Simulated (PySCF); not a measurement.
CH3FO3Si, SMILES O=CO[Si@@H](O)F.

Geometry: PBE0-D3(BJ)/def2-SVP. The structure was generated by enumeration; whether it is a known compound was not checked. The values are those of a single conformer.

Two levels are set side by side: TDDFT-PBE/def2-SVPD (PySCF) and TDDFT-M06-2X/def2-SVPD (PySCF). Vertical, same geometry. The lowest singlet is HOMO→LUMO 100 % with PBE and HOMO→LUMO 91 % with the other functional; states are paired by order. Differences are taken from unrounded values.

```json
[
 {"quantity": "lowest singlet excitation (eV)", "TDDFT-M06-2X": "5.62"},
 {"quantity": "lowest triplet excitation (TDA) (eV)", "TDDFT-M06-2X": "5.23"},
 {"quantity": "first bright state (f over 0.05) (eV)", "TDDFT-M06-2X": "8.41"},
 {"quantity": "its oscillator strength", "TDDFT-M06-2X": "0.10"}
]
```

Question: What does TDDFT-PBE give, and how far is it from TDDFT-M06-2X? (Estimate from the structure and the level; the computed values follow.)

Answer: 
```json
[
 {"quantity": "lowest singlet excitation (eV)", "TDDFT-PBE": "5.52", "TDDFT-PBE minus TDDFT-M06-2X": "-0.09"},
 {"quantity": "lowest triplet excitation (TDA) (eV)", "TDDFT-PBE": "4.99", "TDDFT-PBE minus TDDFT-M06-2X": "-0.24"},
 {"quantity": "first bright state (f over 0.05) (eV)", "TDDFT-PBE": "7.83", "TDDFT-PBE minus TDDFT-M06-2X": "-0.59"},
 {"quantity": "its oscillator strength", "TDDFT-PBE": "0.06", "TDDFT-PBE minus TDDFT-M06-2X": "-0.05"}
]
```

Rough cost on one machine, each run with all the roots and properties that it gave: TDDFT-M06-2X against TDDFT-PBE about 20 times.
